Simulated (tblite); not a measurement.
A tight-binding relaxation on `CCSCC[C]=O` [radical].

Computed with GFN2-xTB geometry optimisation, gas phase (tblite 0.8.0). Start geometry: from a force field or distance geometry. The command runs a driver script over a list of jobs; the input below is this job's line of settings and its coordinates in Å.

Command:
```bash
OMP_NUM_THREADS=1 python probes_run.py task.json out
```

Input:
```
{"job": {"kind": "relax", "xc": "GFN2-xTB", "basis": "xTB"}, "charge": 0, "multiplicity": 2}
C     -2.415400     0.182300    -0.638900
C     -1.808500    -0.163400     0.691700
S     -0.298700    -1.197900     0.526700
C      0.843500     0.058400    -0.157200
C      2.253500    -0.527700    -0.214700
C      3.176800     0.476700    -0.761500
O      3.916200     1.292500    -1.193100
H     -3.350300     0.741900    -0.475300
H     -1.762700     0.819500    -1.236600
H     -2.669600    -0.712900    -1.213600
H     -1.564700     0.734300     1.267500
H     -2.529000    -0.743600     1.294800
H      0.824600     0.936900     0.507900
H      0.512700     0.349100    -1.149700
H      2.270500    -1.404600    -0.863800
H      2.593500    -0.832600     0.785500
```

Output:
```
step      E/eV     max force
  0    -611.89824    2.700
  1    -611.89055    3.911
  2    -611.97488    0.441
  3    -611.98315    0.497
  4    -612.00391    0.787
  5    -612.06407    1.389
  6    -611.96830    3.622
  7    -612.14417    1.163
  8    -612.19699    0.974
  9    -612.24389    2.616
... (53 lines left out)
 63    -612.47749    0.019
 64    -612.47755    0.024
 65    -612.47763    0.040
 66    -612.47775    0.042
 67    -612.47784    0.025
 68    -612.47789    0.015
 69    -612.47792    0.012
 70    -612.47794    0.017
 71    -612.47796    0.014
 72    -612.47798    0.010
```

«max force» is the largest atomic force in eV/Å.

From which step on does the largest force stay under 0.1 eV/Å, and how much energy is left to gain from there?

From step 34 (0.056 eV/Å), 4.9 meV above the end.

In short: energy lowered by 13.4 kcal/mol over 72 steps; largest atomic force 0.010 eV/Å at the end.

Where do the atoms end?

0.182 Å rms from the input after alignment:
```
atom  x, y, z in Å
C1    -2.4173    0.2263   -0.6515
C2    -1.7739   -0.1269    0.6757
S3    -0.3027   -1.1903    0.4889
C4     0.8923    0.0290   -0.1773
C5     2.2939   -0.5801   -0.1917
C6     3.3259    0.3476   -0.7022
O7     3.2912    1.4598   -1.1220
H8    -3.3322    0.7897   -0.4793
H9    -1.7510    0.8347   -1.2593
H10   -2.6640   -0.6781   -1.2030
H11   -1.4667    0.7636    1.2253
H12   -2.4537   -0.7113    1.2953
H13    0.8612    0.9102    0.4649
H14    0.5889    0.3013   -1.1882
H15    2.3132   -1.4745   -0.8198
H16    2.5871   -0.8919    0.8139
```

Hardware: one thread of an Arm Neoverse V2, no GPU (shared host). Cost: 0.33 s.
Labels such as C1 count atoms from 1, the log's own numbers from 0.
